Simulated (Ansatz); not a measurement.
`FC1=N[SiH2]1` + H₂S → `SC1=N[SiH2]1` + H–F  (substitution at a C–F bond)

Program: Ansatz. Geometries: PBE0-D4/def2-TZVP. ΔE: electronic, gas phase. CCSD(T)/CBS adds triple-zeta CCSD(T) − MP2 to the extrapolated MP2 energy (def2 sets, frozen cores). This one scheme is used for every species. Each species was taken in one conformer, which may not be the lowest.

`FC1=N[SiH2]1`:

Z-matrix (Å, degrees):
```
Si
C 1 1.766
N 1 1.801 2 41.4
H 1 1.477 2 122.2 3 -98.5
H 1 1.477 2 122.2 3 98.5
F 2 1.313 1 160.4 3 -180.0
```

H₂S:

```xyz
3

S    -0.618   -0.028    0.024
H     0.362   -0.915    0.252
H     0.256    0.943   -0.277
```

`SC1=N[SiH2]1`:

```xyz
7

S    -2.007    0.786    0.531
C    -0.482    0.165    0.046
N    -0.033   -0.297   -1.063
Si    1.222   -0.326    0.202
H    -2.613    0.630   -0.665
H     1.597   -1.620    0.805
H     2.316    0.663    0.144
```

H–F:

```xyz
2

F     0.348    0.188    0.235
H    -0.348   -0.188   -0.235
```

```json
{"species": "`FC1=N[SiH2]1`", "CCSD(T)/CBS(def2) energy (Eh)": "-482.75628"}
{"species": "H₂S", "CCSD(T)/CBS(def2) energy (Eh)": "-398.97279"}
{"species": "`SC1=N[SiH2]1`", "CCSD(T)/CBS(def2) energy (Eh)": "-781.35214"}
{"species": "H–F", "CCSD(T)/CBS(def2) energy (Eh)": "-100.39570"}
```

Problem. Work out ΔE.

Solution. ΔE = (-781.35214) + (-100.39570) − (-482.75628) − (-398.97279) = -0.01877 Eh = -49.3 kJ/mol.

Largest T1 diagnostic among the species: 0.016.

Leaving LDA and LC-ωPBE aside and taking each functional with its dispersion term where it has one, the values, not all of them listed here, spread over 18.9 kJ/mol, from revPBE-D4 to ωB97X-V. At CCSD(T), def2-SVP lies +25.0 kJ/mol from the extrapolated value and def2-TZVPP +6.9 kJ/mol.
